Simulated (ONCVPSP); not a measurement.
# Cr, ONCV: configuration errors across variants

ONCVPSP 4.0.1 input, shortened (lines: element, Z, core and valence counts, functional; n l f; lmax; l rc ep ncon nbas qcut; lloc lpopt rc5 dvloc0; l nproj debl; icmod fcfact rcfact), PBEsol, fully relativistic:

```
  Cr 24.00    3    4  -116133      upf
    1    0    2.00
    2    0    2.00
    2    1    6.00
    3    0    2.00
    3    1    6.00
    3    2    5.00
    4    0    1.00
    3
    0    1.25    0.00    3    8   12.50
    1    1.55    0.00    4    8    9.60
    2    1.50    0.00    3    7    8.20
    3    1.25    0.19    4    7    8.10
    3    5    1.25    0.00
    0    3    0.40
    1    2    1.30
    2    2    0.70
    3    0    1.00
    3    4.50    1.25
```

Open shells are filled in proportion to 2j + 1.

In the p channel the program set the typed energies aside and used -1.653, 0.250 Ha (j = l + 1/2; the other j can differ).

All-electron excitation energies from the reference (eV): (1) 3s2 3p6 3d5 4s0 6.874; (2) 3s2 3p6 3d4 4s0 22.889; (3) 3s2 3p6 3d5 4s0.5 2.708.

Errors AE − PS in meV (a dash: test not solved or not reliable):

| change | (1) | (2) | (3) | bound ghosts | GHOST(+) flags above zero |
| --- | --- | --- | --- | --- | --- |
| base | +4.3 | -2.4 | +1.3 | none | s |
| s: qcut 12.9; p: qcut 9.9; d: qcut 8.5; f: qcut 8.4 | +4.1 | -1.3 | +1.2 | none | s |
| d: debl 0.5 | +4.3 | -2.5 | +1.3 | none | s |
| core correction Teter function, fcfact 4.5, rcfact 1.02 | +4.3 | -2.4 | +1.3 | none | s |
| p: nproj 3 | +4.3 | -2.4 | +1.3 | none | s, p3/2 |
| core correction Teter function, fcfact 6, rcfact 1.25 | +4.3 | -2.4 | +1.3 | none | s |

(1) Give the same row for: d: qcut 9.4.

## Answers

(1) +3.5, +0.7, +1.1; bound ghosts: none; GHOST(+) flags above zero: s.
